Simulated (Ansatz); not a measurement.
Reaction (hydrogenolysis of the Sn–Cl bond): `[OH][SnH]([OH])[Cl]` + H₂ → `[OH][SnH2][OH]` + HCl

Isolated molecules relaxed with PBE0-D4/def2-TZVP in Ansatz; ΔE leaves out vibrations. CBS: MP2 limit from def2 TZ/QZ plus the TZ coupled-cluster correction, frozen cores. This one scheme is used for every species. DFT in def2-TZVPP. HSE06 is defined as in plane-wave codes. Elements past krypton have def2 core potentials. For Sn outer-core shells are correlated without core-valence functions, which leaves a few kJ/mol of doubt a bond. One conformer a species, not always the lowest.

```json
{"level": "PBE-D4", "ΔE (kcal/mol)": "19.1", "difference from CCSD(T)/CBS": "-0.6"}
{"level": "B97M-V", "ΔE (kcal/mol)": "18.3", "difference from CCSD(T)/CBS": "-1.4"}
{"level": "PBE0-D4", "ΔE (kcal/mol)": "18.6", "difference from CCSD(T)/CBS": "-1.1"}
{"level": "ωB97X-V", "ΔE (kcal/mol)": "18.7", "difference from CCSD(T)/CBS": "-1.0"}
{"level": "ωB97M-V", "ΔE (kcal/mol)": "18.7", "difference from CCSD(T)/CBS": "-1.0"}
{"level": "PBE-QIDH", "ΔE (kcal/mol)": "18.5", "difference from CCSD(T)/CBS": "-1.2"}
{"level": "revPBE", "ΔE (kcal/mol)": "18.1", "difference from CCSD(T)/CBS": "-1.6"}
{"level": "BLYP", "ΔE (kcal/mol)": "17.9", "difference from CCSD(T)/CBS": "-1.8"}
{"level": "PBE0", "ΔE (kcal/mol)": "17.7", "difference from CCSD(T)/CBS": "-2.0"}
{"level": "r2SCANh", "ΔE (kcal/mol)": "19.7", "difference from CCSD(T)/CBS": "0.0"}
{"level": "HSE06", "ΔE (kcal/mol)": "17.8", "difference from CCSD(T)/CBS": "-1.9"}
{"level": "CAM-B3LYP", "ΔE (kcal/mol)": "16.9", "difference from CCSD(T)/CBS": "-2.8"}
{"level": "CCSD(T)/def2-SVP", "ΔE (kcal/mol)": "16.2", "difference from CCSD(T)/CBS": "-3.5"}
{"level": "MP2/def2-TZVPP", "ΔE (kcal/mol)": "19.5", "difference from CCSD(T)/CBS": "-0.2"}
{"level": "HF/def2-QZVPP", "ΔE (kcal/mol)": "17.6", "difference from CCSD(T)/CBS": "-2.1"}
{"level": "HF/CBS(def2)", "ΔE (kcal/mol)": "17.6", "difference from CCSD(T)/CBS": "-2.1"}
{"level": "CCSD(T)/CBS", "ΔE (kcal/mol)": "19.7", "difference from CCSD(T)/CBS": "0"}
```

Task: What do rigid-rotor, harmonic-oscillator terms from PBE0-D4/def2-TZVP frequencies (298.15 K, 1 bar) make of the CCSD(T)/CBS value? (Best estimate.)

Result: Computed: ΔZPE = +1.5 kcal/mol, ΔH = +20.3 kcal/mol, ΔS = 12 J/(mol·K), ΔG = +19.5 kcal/mol.

Largest T1 diagnostic among the species: 0.014.

From r2SCAN to r2SCAN0 (25 % exact exchange), in def2-TZVPP and without D4, ΔE moves by −0.9 kcal/mol. Leaving LDA and LC-ωPBE aside and taking each functional with its dispersion term where it has one, the values, not all of them listed here, spread over 2.5 kcal/mol, from CAM-B3LYP-D4 to r2SCAN-D4. LDA lies −1.5 kcal/mol from PBE without D4.
